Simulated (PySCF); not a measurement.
## Identify the compound

Molecular formula: C6H3N. Simulated spectra:

$^{1}$H NMR (600 MHz, computed): δ 2.04 (s, 3H).

$^{13}$C{$^{1}$H} NMR (computed): δ 112.2, 83.7, 70.1, 69.8, 52.8, 5.5.

- NMR shieldings at B97-2/pcSseg-2/GIAO
- PBE0-D3(BJ)/def2-TZVP structure
- run in PySCF 2.14
- relativity neglected, in vacuum, a single conformation, equivalent nuclei averaged

Chemical shifts δ = σref − σ; $^{1}$H (σ = 31.64 ppm), $^{13}$C (σ = 185.38 ppm) vs TMS, all at this level.

Task: Propose a structure and justify it.

Result: 
- The formula gives 6 degrees of unsaturation (no ring in the answer).
- 6 carbon signals for 6 carbons: no two carbons are equivalent.
- Carbon types of the structure: 5 × C, 1 × CH3, which accounts for all hydrogens.
- δC 112.2: nitrile carbon; typical of a nitrile.
- δC 83.7, 70.1, 69.8, 52.8: alkyne carbon; the triple bond shields along its axis, which puts it between sp3 and sp2 carbons.
- δC 5.5: propargylic methyl carbon; a saturated carbon with 1 carbon neighbour and no heteroatom attached.
- δH 2.04: hydrogen on a propargylic methyl carbon.

The compound is Methylcyanodiacetylene (CC#CC#CC#N).

The shifts were computed for this structure.

Shifts are as computed. Against solution values, carbons near 30 ppm lie about +3 ppm off and those near 130 ppm about +7 ppm. Of 1211 compounds with measured shifts, 218 miss one by over three times the rms of a fit or turn the order of signals round; such compounds aren't used in these exercises.
